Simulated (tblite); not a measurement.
Species: Ge3H8P (doublet state).
SMILES with atom numbers: `[PH2:1][GeH2:2][GeH2:3][GeH2:4]` (hydrogens: H5, H6 on P1; H7, H8 on Ge2; H9, H10 on Ge3; H11, H12 on Ge4)

Computed with GFN2-xTB (tblite), gas phase: L-BFGS steps from a force-field or distance-geometry start until the largest atomic force falls under 0.01 eV/Å.

Step 0: E = -335.6913 eV
```
atom  x, y, z in Å  |  force x, y, z in eV/Å
P1      2.4550   -0.3510   -0.1348   -0.182   0.434   0.885
Ge2     0.4828   -1.0056   -1.1153    0.119  -0.265   0.087
Ge3    -1.3231   -0.4947    0.3613   -0.299   0.162  -0.115
Ge4    -1.2924    1.8553    0.8530   -1.054  -0.024   0.851
H5      2.0864   -0.8808    1.1772    0.134   0.455  -0.938
H6      1.9565    0.9891    0.1537    0.237  -0.945  -0.120
H7      0.5256   -2.5355   -1.3635    0.078   0.359  -0.238
H8      0.3055   -0.2557   -2.4446    0.074  -0.311   0.112
H9     -1.1798   -1.3064    1.6708   -0.235   0.054  -0.352
H10    -2.6758   -0.8530   -0.3295    0.345  -0.070   0.439
H11     0.0219    2.1860    1.6040    0.266   0.096  -0.421
H12    -1.3614    2.6516   -0.4584    0.517   0.055  -0.190
```

Step 1: E = -335.7741 eV
```
atom  x, y, z in Å  |  force x, y, z in eV/Å
P1      2.4524   -0.3448   -0.1222   -0.048   0.250   0.507
Ge2     0.4845   -1.0094   -1.1140    0.134  -0.145   0.121
Ge3    -1.3274   -0.4924    0.3596   -0.206   0.155  -0.093
Ge4    -1.3074    1.8550    0.8651   -0.938   0.087   0.727
H5      2.0883   -0.8743    1.1638    0.056   0.383  -0.667
H6      1.9598    0.9756    0.1520    0.138  -0.711  -0.036
H7      0.5267   -2.5303   -1.3669    0.080   0.284  -0.233
H8      0.3066   -0.2602   -2.4430    0.080  -0.306   0.117
H9     -1.1832   -1.3056    1.6659   -0.234   0.038  -0.329
H10    -2.6708   -0.8540   -0.3232    0.256  -0.096   0.388
H11     0.0256    2.1874    1.5979    0.200   0.070  -0.419
H12    -1.3540    2.6524   -0.4611    0.482  -0.008  -0.083
```

Step 2: E = -335.9129 eV
```
atom  x, y, z in Å  |  force x, y, z in eV/Å
P1      2.4481   -0.3258   -0.0836    0.668  -0.534  -1.182
Ge2     0.4940   -1.0205   -1.1056    0.168   0.271   0.209
Ge3    -1.3427   -0.4812    0.3529    0.174   0.217   0.039
Ge4    -1.3751    1.8604    0.9178   -0.389   0.396   0.264
H5      2.0928   -0.8465    1.1145   -0.313  -0.099   0.672
H6      1.9703    0.9234    0.1489   -0.333   0.494   0.269
H7      0.5324   -2.5096   -1.3835    0.077  -0.014  -0.206
H8      0.3123   -0.2821   -2.4348    0.093  -0.253   0.107
H9     -1.1999   -1.3028    1.6423   -0.212  -0.041  -0.207
H10    -2.6520   -0.8607   -0.2951   -0.150  -0.224   0.146
H11     0.0404    2.1925    1.5681   -0.080  -0.026  -0.370
H12    -1.3194    2.6522   -0.4677    0.297  -0.187   0.258
```

Step 3: E = -335.9533 eV
```
atom  x, y, z in Å  |  force x, y, z in eV/Å
P1      2.4556   -0.3311   -0.0956    0.441  -0.336  -0.711
Ge2     0.4961   -1.0180   -1.1031    0.154   0.202   0.167
Ge3    -1.3413   -0.4783    0.3531    0.123   0.226   0.035
Ge4    -1.3816    1.8648    0.9226   -0.352   0.371   0.244
H5      2.0894   -0.8469    1.1205   -0.187  -0.002   0.340
H6      1.9669    0.9274    0.1517   -0.197   0.224   0.173
H7      0.5334   -2.5090   -1.3864    0.064   0.014  -0.191
H8      0.3135   -0.2856   -2.4333    0.082  -0.233   0.085
H9     -1.2028   -1.3032    1.6392   -0.200  -0.050  -0.187
H10    -2.6531   -0.8634   -0.2926   -0.119  -0.214   0.147
H11     0.0400    2.1924    1.5630   -0.088  -0.024  -0.355
H12    -1.3150    2.6502   -0.4652    0.280  -0.177   0.251
```

Q: Estimate the geometry and energy of step 4. (The exact step hangs on the optimiser's Hessian estimate; all steps are aligned on step 3, rigid shifts and turns removed.)

A: E = -336.0468 eV, largest force 0.388 eV/Å
```
atom  x, y, z in Å  |  force x, y, z in eV/Å
P1      2.4852   -0.3452   -0.1275   -0.036   0.074   0.212
Ge2     0.5107   -1.0106   -1.0880    0.097   0.057   0.028
Ge3    -1.3408   -0.4580    0.3521    0.036   0.284   0.066
Ge4    -1.4389    1.8903    0.9658    0.050   0.343  -0.022
H5      2.0779   -0.8351    1.1223    0.103   0.046  -0.174
H6      1.9577    0.9196    0.1620    0.090  -0.147  -0.073
H7      0.5404   -2.4977   -1.4071    0.010   0.007  -0.107
H8      0.3216   -0.3116   -2.4235    0.041  -0.110  -0.027
H9     -1.2241   -1.3048    1.6151   -0.132  -0.116  -0.039
H10    -2.6514   -0.8806   -0.2691   -0.142  -0.211   0.051
H11     0.0422    2.1936    1.5252   -0.229  -0.049  -0.241
H12    -1.2794    2.6394   -0.4534    0.112  -0.178   0.326
```

The energy changes by -0.0935 eV. The first-order estimate −F·Δx gives -0.1521 eV and the mean of the old and new forces, exact on a quadratic surface, -0.0934 eV. The step makes an angle of 34° with the force vector and moves no atom by more than 0.076 Å.

What follows is the cost of the whole relaxation. The run took 0.46 s of wall time on an Arm Neoverse V1 with one thread, on a shared host.
